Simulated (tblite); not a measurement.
Problem. Give a GFN2-xTB geometry of `[C]#C[C@H](C=C)CC(C)=O` [radical]. (Doublet state.)

Solution. 
Z-matrix in Å and degrees, rows numbered from 1:
```
C 
C   1  1.1962
C   2  1.4752  1  172.93
C   3  1.4952  2  106.19  1   144.32
C   4  1.3228  3  123.44  2   106.43
C   3  1.5385  2  110.57  1    22.77
C   6  1.5191  3  109.46  2   -70.53
C   7  1.5004  6  114.89  3   100.91
O   7  1.2045  6  121.46  3   -77.06
H   3  1.0958  2  107.78  1   -96.93
H   4  1.0818  3  115.44  2   -72.46
H   5  1.0778  4  121.77  3     0.19
H   5  1.0765  4  121.80  3   179.51
H   6  1.0925  3  107.57  2   171.82
H   6  1.0898  3  110.04  2    52.29
H   8  1.0863  7  110.47  6  -179.37
H   8  1.0893  7  108.36  6   -58.83
H   8  1.0876  7  110.09  6    59.22
```

C7 (carbon bonded to 2 C and O) is planar (angles 123.6°, 121.5° and 114.9°, sum 360.0°, 0.01 Å off the plane of its three neighbours). C4 (carbon bonded to 2 C and H) is planar (angles 123.4°, 121.1° and 115.4°, sum 360.0°, 0.01 Å off the plane of its three neighbours). C5 (carbon bonded to C and 2 H) is planar (angles 121.8°, 121.8° and 116.4°, sum 360.0°, 0.00 Å off the plane of its three neighbours). Of the pairs four or more bonds apart, C1···H17 is among the closest relative to their van der Waals radii: 2.68 Å, 92 % of the sum of Bondi's values.

Computed geometry: GFN2-xTB, gas phase. This method treats the open shell by occupation alone, without spin polarisation.

Point group: C1 (no symmetry element, even within 0.4 Å). Its GFN2-xTB frequencies are all real (lowest 34 cm⁻¹). Torsions: C2–C3–C4–C5 106°, C2–C3–C6–C7 -71°, C3–C6–C7–C8 101°. 3 starts were optimised and ended at 0.00, 1.06 and 2.50 kcal/mol (GFN2-xTB); the lowest of these is shown.

Hardware: Intel Xeon at 2.50 GHz, one thread, shared host. Cost: 3.3 s of wall time. That covers the optimisation of the geometry.

One conformer stands for the species.
